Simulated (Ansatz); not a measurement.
Consider the cleavage of the Si–Al bond: `F[SiH2][AlH][GeH3]` + `[BH2][GeH2][OH]` → `[BH2][GeH2][O][SiH2]F` + `[AlH2][GeH3]`.

Calculated with Ansatz (gas phase, PBE0-D4/def2-TZVP geometries, no zero-point term in ΔE). CBS: MP2 limit from def2 TZ/QZ plus the TZ coupled-cluster correction, frozen cores. Functionals use def2-TZVPP. For Ge outer-core shells are correlated without core-valence functions, which leaves a few kJ/mol of doubt a bond. Scalar relativity is left out up to krypton. One conformer a species, not always the lowest.

Problem. Is it downhill or uphill in electronic energy at CCSD(T)/CBS, and by how much? (Estimate.)

Solution. Ansatz gave: Downhill: ΔE = -133.7 kJ/mol.

Problem. What do these levels give: PBE0-D4, ωB97X-V, HF/def2-TZVPP, SCS-MP2/def2-TZVPP, HF/def2-QZVPP, MP2/def2-QZVPP? (Best estimate.)

Solution. Computed: PBE0-D4 -115.3, ωB97X-V -131.9, HF/def2-TZVPP -159.5, SCS-MP2/def2-TZVPP -146.0, HF/def2-QZVPP -161.8, MP2/def2-QZVPP -143.5 kJ/mol.

Largest T1 diagnostic among the species: 0.012.

From PBE to PBE0 (25 % exact exchange), in def2-TZVPP and without D4, ΔE moves by −11.2 kJ/mol. In def2-TZVPP, CCSD(T) changes the Hartree–Fock value by +24.2 kJ/mol (the triples alone add +3.1 kJ/mol) and MP2 by +15.9 kJ/mol.
